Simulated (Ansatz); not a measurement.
A nudged elastic band was laid between two geometries of AlGeH6NOS (11 atoms, charge 0, multiplicity 1).

Theory: RKS PBE0-D4/def2-SVP (Ansatz 0.2.0).

```json
{
  "movable images": "5",
  "climbing image": "yes",
  "spring": "5.0 eV/Å²",
  "optimiser": "quadratic models (default)",
  "start path": "IDPP",
  "force threshold": "0.05 eV/Å",
  "iteration limit": "54",
  "end points": "relaxed"
}
```

First end point:

```xyz
11
Properties=species:S:1:pos:R:3
N -1.303 -0.660 1.624
Al 0.245 -0.513 0.773
S 1.869 -1.811 1.478
Ge 0.469 1.051 -1.137
O -0.779 0.663 -2.379
H -2.114 -0.071 1.473
H -1.500 -1.331 2.359
H 2.712 -1.452 0.485
H 0.337 2.547 -0.747
H 1.790 0.891 -1.913
H -1.661 0.627 -1.996
```

Last end point:

```xyz
11
Properties=species:S:1:pos:R:3
N -0.679 -1.391 1.065
Al 0.600 -0.216 0.749
S 2.373 -0.002 2.024
Ge 0.166 1.133 -1.262
O -1.458 0.455 -1.674
H -0.771 -2.073 1.808
H -1.481 -1.427 0.441
H 1.996 -0.971 2.888
H 0.038 2.667 -1.078
H 1.115 0.924 -2.471
H -1.834 0.845 -2.470
```

Q: What changes between the two ends?

A: No bond is made or broken. The height of N1 over the plane of its neighbours goes from -0.01 to 0.00 Å.

Q: Give the energies along the band, and the barrier.

A: It converged. The highest image is number 2 of 0 to 6, 0.223 eV above the first end and 0.284 eV above the last; the last end lies 0.061 eV below the first. The profile has 2 maxima (images 2, 5) with wells between them (image 4): this band takes more than one step, which may be the mechanism or a detour left from its start path. A structure lower than the first end lies on the path between it and the top, so the climb from that side starts below the end, which may itself be a saddle point or a shallow side well. A structure lower than the last end lies on the path between it and the top, so the climb from that side starts below the end, which may itself be a saddle point or a shallow side well. A vibrational analysis at the climbing image gives one clearly imaginary mode, 276i cm⁻¹: a first-order saddle point.

```tsv
image	path coordinate (Å)	energy (eV)	height of N1 over the plane of its neighbours (Å)
0	0.00	0.000	-0.01
1	1.96	-0.028	-0.03
2	3.92	0.223	-0.22
3	5.44	0.050	-0.03
4	6.96	-0.069	-0.01
5	8.48	0.056	-0.01
6	9.99	-0.061	0.00
```

Q: What is the geometry of the highest image?

A: 
```xyz
11
Properties=species:S:1:pos:R:3
N -1.228 -0.628 1.257
Al 0.465 -0.247 0.751
S 2.149 -0.587 2.103
Ge 0.338 0.631 -1.549
O -1.446 0.530 -1.737
H -1.712 -0.068 1.954
H -1.541 -1.590 1.365
H 3.082 -0.147 1.228
H 0.767 2.100 -1.773
H 0.996 -0.212 -2.665
H -1.803 0.161 -0.913
```

Run time: 11 min on 2 threads of Arm Neoverse V1, on a shared host, peak memory 0.37 GiB.
